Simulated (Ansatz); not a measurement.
Consider the redistribution: `[SiH3][SiH2][SeH]` + `N[SiH2][SiH2][SiH3]` → `N[SiH2][SiH2][SeH]` + `[SiH3][SiH2][SiH3]`.

Gas-phase electronic energies from Ansatz, PBE0-D4/def2-TZVP geometries. CCSD(T)/CBS adds triple-zeta CCSD(T) − MP2 to the extrapolated MP2 energy (def2 sets, frozen cores). Functionals use def2-TZVPP. For Se outer-core shells are correlated without core-valence functions, which leaves a few kJ/mol of doubt a bond. Scalar relativity is left out up to krypton. Each species was taken in one conformer, which may not be the lowest.

`[SiH3][SiH2][SeH]`:

```xyz
9

Si   -0.850    1.047   -0.343
Si    0.347   -0.571    0.843
Se    1.106   -2.182   -0.593
H    -1.304    2.148    0.549
H    -2.031    0.418   -0.989
H     0.032    1.618   -1.397
H     1.465    0.040    1.611
H    -0.527   -1.313    1.789
H     1.762   -1.205   -1.472
```

`N[SiH2][SiH2][SiH3]`:

Z-matrix (Å, degrees):
```
Si
Si 1 2.340
N 1 1.723 2 109.7
H 1 1.497 2 107.4 3 -126.4
H 1 1.488 2 110.1 3 118.2
Si 2 2.339 1 110.3 3 177.2
H 2 1.490 1 110.8 3 -61.2
H 2 1.493 1 109.6 3 57.6
H 3 1.007 1 119.7 2 -49.3
H 3 1.008 1 119.7 2 168.0
H 6 1.488 2 110.0 1 -59.7
H 6 1.488 2 111.2 1 180.0
H 6 1.488 2 110.1 1 59.7
```

`N[SiH2][SiH2][SeH]`:

Z-matrix (Å, degrees):
```
Si
Si 1 2.337
N 1 1.718 2 105.1
H 1 1.489 2 112.9 3 -118.6
H 1 1.498 2 107.3 3 124.3
Se 2 2.299 1 106.9 3 -47.8
H 2 1.486 1 112.9 3 65.1
H 2 1.488 1 113.6 3 -170.3
H 3 1.007 1 121.2 2 -173.8
H 3 1.009 1 118.4 2 41.4
H 6 1.470 2 93.2 1 -58.0
```

`[SiH3][SiH2][SiH3]`:

```xyz
11

Si   -0.004   -1.929   -0.294
Si    0.962    0.172    0.053
Si   -0.701    1.804    0.255
H     1.035   -2.986   -0.425
H    -0.823   -1.908   -1.535
H    -0.890   -2.271    0.852
H     1.855    0.507   -1.093
H     1.789    0.144    1.292
H    -1.588    1.478    1.404
H    -1.524    1.839   -0.983
H    -0.111    3.151    0.475
```

| species | ωB97M-V energy (Eh) |
| --- | --- |
| `[SiH3][SiH2][SeH]` | -2983.98106 |
| `N[SiH2][SiH2][SiH3]` | -928.59714 |
| `N[SiH2][SiH2][SeH]` | -3039.37947 |
| `[SiH3][SiH2][SiH3]` | -873.20061 |

(1) Work out ΔE.

Largest T1 diagnostic among the species: 0.013.

Results:

(1) ΔE = (-3039.37947) + (-873.20061) − (-2983.98106) − (-928.59714) = -0.00188 Eh = -0.05 eV. CCSD(T)/CBS gives -0.05 eV.
